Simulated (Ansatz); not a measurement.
Relaxation of C₂H₇NSSi (12 atoms, charge 0, multiplicity 1), to a largest force component of 0.02 eV/Å in at most 50 steps.

All numbers below come from RKS PBE0/def2-SVP in Ansatz 0.2.0.

```xyz
12
Properties=species:S:1:pos:R:3:forces:R:3
C -1.600 -0.006 0.734 -2.81 2.54 -0.29
Si 0.141 0.323 0.827 1.32 1.19 1.21
N 1.075 -0.778 -0.057 2.88 -3.83 -0.28
C 1.011 -0.179 -1.396 -3.80 0.48 3.09
S 0.908 1.517 -0.731 -0.18 3.31 -1.83
H -2.215 0.923 1.073 0.98 -1.31 -0.34
H -1.928 -0.811 1.342 -0.42 -1.25 0.81
H -1.945 -0.151 -0.306 0.26 -0.20 0.12
H 0.753 0.603 2.192 -0.52 -0.11 -0.32
H 2.062 -0.627 0.306 -1.39 -0.61 -0.69
H 1.770 -0.383 -2.044 2.84 -0.54 -1.92
H 0.043 -0.486 -1.906 0.86 0.31 0.44
```

Question: Where does it end, and by what steps?

Answer: The forces met the threshold. After 13 steps the energy has fallen by 1.384 eV; H10 moved furthest, 1.26 Å.

| step | energy less start (eV) | largest force component (eV/Å) | accepted |
| --- | --- | --- | --- |
| 0 | 0.0000 | 3.832 | yes |
| 1 | -0.9526 | 1.362 | yes |
| 2 | -1.0900 | 0.461 | yes |
| 3 | -1.1474 | 1.172 | yes |
| 4 | -1.2169 | 0.595 | yes |
| 5 | -1.2556 | 0.670 | yes |
| 6 | -1.2908 | 0.633 | yes |
| 7 | -1.3462 | 0.350 | yes |
| 8 | -1.3722 | 0.486 | yes |
| 9 | -1.3821 | 0.135 | yes |
| 10 | -1.3832 | 0.068 | yes |
| 11 | -1.3837 | 0.060 | yes |
| 12 | -1.3841 | 0.025 | yes |
| 13 | -1.3841 | 0.009 | yes |

```xyz
12
Properties=species:S:1:pos:R:3
C -1.751 0.049 1.019
Si 0.037 0.399 0.620
N 0.910 -0.804 -0.273
C 1.320 -0.062 -1.445
S 0.446 1.552 -1.159
H -2.245 0.959 1.396
H -1.828 -0.719 1.807
H -2.291 -0.303 0.128
H 0.692 0.902 1.871
H 1.401 -1.653 -0.021
H 2.407 0.122 -1.510
H 0.978 -0.499 -2.400
```

Run time: 41 s on 2 threads of Arm Neoverse V2 (shared host), peak memory 0.26 GiB.
